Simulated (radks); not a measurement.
Results of a calculation; reference values are marked as such.
Code: a radial shooting solver on a logarithmic mesh with Libxc functionals. Model: scalar-relativistic Kohn-Sham, PBE, spin-polarised, spherical densities, finite nucleus; open shells are filled with parallel spins first; Fermi nuclear charge, rms radius of each element as measured or else 0.836 A^(1/3) + 0.57 fm. Each species is in its NIST ground configuration. Rank Fe2+, Zn2+, Ti2+, Mn2+, Co2+, V2+, Cu2+, Ni2+, Cr2+, Sc2+ by Delta-SCF ionisation energy (eV), largest first.

Answer. Zn2+ 40.241, Cu2+ 38.125, Ni2+ 35.925, Mn2+ 34.136, Co2+ 33.622, Cr2+ 32.063, Fe2+ 31.187, V2+ 29.885, Ti2+ 27.575, Sc2+ 25.091.
